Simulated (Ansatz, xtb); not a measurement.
H7NOSiSn: which of two structures lies lower

We compare I, a singlet given by its coordinates, with II, `N[Si@H](O)[SnH3]`, a singlet. Both are isolated molecules in the gas phase, relaxed with PBE0-D3(BJ)/def2-SVP; the shapes shown needn't be the lowest conformers.

I (Å):

```xyz
11

N    -3.3666    0.2687    0.2769
O    -0.7016   -0.1788   -0.0233
Si    0.6775   -1.0483    0.1530
Sn   -1.4537    1.6271    0.6728
H    -2.7806   -0.4688   -0.1340
H    -4.0357    0.5955   -0.4182
H    -3.8740   -0.1147    1.0725
H    -1.7958    2.2483   -0.9761
H     1.5966   -0.9086   -1.0241
H     1.4578   -0.6400    1.3719
H     0.3576   -2.5072    0.2965
```

Close contacts (Å): N1–Sn4 2.38, O2–Si3 1.64, O2–Sn4 2.08, N1–H5 1.03, N1–H6 1.02, N1–H7 1.02, Si3–H9 1.50, Si3–H10 1.50, Si3–H11 1.50, Sn4–H8 1.79.

II (Å):

```yaml
atoms:
  - { symbol: N, position_ang: [1.4052, 0.1046, -2.0383] }
  - { symbol: O, position_ang: [1.1163, 0.4009, 0.7351] }
  - { symbol: Si, position_ang: [0.3959, 0.6421, -0.7579] }
  - { symbol: Sn, position_ang: [-1.7865, -0.7127, -0.8765] }
  - { symbol: H, position_ang: [1.6239, -0.8805, -2.1368] }
  - { symbol: H, position_ang: [2.1799, 0.6818, -2.3476] }
  - { symbol: H, position_ang: [0.1585, 2.1000, -0.9918] }
  - { symbol: H, position_ang: [0.5643, 0.5427, 1.5103] }
  - { symbol: H, position_ang: [-2.6672, -0.6475, 0.6000] }
  - { symbol: H, position_ang: [-1.4426, -2.3696, -1.1778] }
  - { symbol: H, position_ang: [-2.8336, -0.1692, -2.1221] }
```

Quicker runs give these differences E(II) − E(I): GFN2-xTB +25.4 kcal/mol; HF/STO-3G −51.1 kcal/mol (at GFN2-xTB geometries); r2SCAN-D4/def2-SVP +7.7 kcal/mol (at GFN2-xTB geometries).

**Question.** Estimate E(II) − E(I) at the level CCSD(T)/def2-SVP + ΔMP2/def2-TZVPP.

**Answer.** Calculated at CCSD(T)/def2-SVP + ΔMP2/def2-TZVPP: E(II) − E(I) = +6.6 kcal/mol, so structure I lies lower.

The same difference at several levels:

```json
{"level": "GFN2-xTB", "geometry": "GFN2-xTB", "E(II) − E(I) (kcal/mol)": "+25.4", "departure from the last row (kcal/mol)": "+18.8", "job, with rough time for the two": "optimisation, 0.18 s"}
{"level": "HF/STO-3G", "geometry": "GFN2-xTB", "E(II) − E(I) (kcal/mol)": "−51.1", "departure from the last row (kcal/mol)": "−57.7", "job, with rough time for the two": "single point, 0.76 s"}
{"level": "r2SCAN-D4/def2-SVP", "geometry": "GFN2-xTB", "E(II) − E(I) (kcal/mol)": "+7.7", "departure from the last row (kcal/mol)": "+1.1", "job, with rough time for the two": "single point, 3.4 s"}
{"level": "PBE0-D3(BJ)/def2-SVP", "geometry": "PBE0-D3(BJ)/def2-SVP", "E(II) − E(I) (kcal/mol)": "+6.2", "departure from the last row (kcal/mol)": "−0.3", "job, with rough time for the two": "optimisation, 2.1 min"}
{"level": "HF/def2-SVP", "geometry": "PBE0-D3(BJ)/def2-SVP", "E(II) − E(I) (kcal/mol)": "+10.3", "departure from the last row (kcal/mol)": "+3.7", "job, with rough time for the two": "part of the CCSD(T) run"}
{"level": "MP2/def2-SVP", "geometry": "PBE0-D3(BJ)/def2-SVP", "E(II) − E(I) (kcal/mol)": "+11.8", "departure from the last row (kcal/mol)": "+5.2", "job, with rough time for the two": "part of the CCSD(T) run"}
{"level": "CCSD(T)/def2-SVP", "geometry": "PBE0-D3(BJ)/def2-SVP", "E(II) − E(I) (kcal/mol)": "+12.5", "departure from the last row (kcal/mol)": "+5.9", "job, with rough time for the two": "single point"}
{"level": "CCSD(T)/def2-SVP + ΔMP2/def2-TZVPP", "geometry": "PBE0-D3(BJ)/def2-SVP", "E(II) − E(I) (kcal/mol)": "+6.6", "departure from the last row (kcal/mol)": "", "job, with rough time for the two": "single point, 34 s"}
```

HF/STO-3G puts the two in the other order. The largest departure from CCSD(T)/def2-SVP + ΔMP2/def2-TZVPP is that of HF/STO-3G, 57.7 kcal/mol. The last row adds to CCSD(T) the change of the MP2 difference between the two basis sets, here −5.9 kcal/mol, a large step that makes the value less sure.

With harmonic frequencies from PBE0-D3(BJ)/def2-SVP (ideal gas, rigid rotor, one conformer each, 400 K, 1 atm): on the last row, ΔE + ΔZPE = +4.2 kcal/mol. A mode under 50 cm⁻¹ makes harmonic enthalpies and free energies unreliable, so none is given.

The correlated steps freeze 11 core orbitals; the filled d shell of Sn is correlated, in a basis made for valence electrons. Atoms past krypton carry core potentials in the def2 sets, other sets are all-electron and non-relativistic, and no spin–orbit term is included. Programs: Ansatz 0.2.0, xtb 6.7.1; the last row on 2 threads of Arm Neoverse V2 on a shared host.
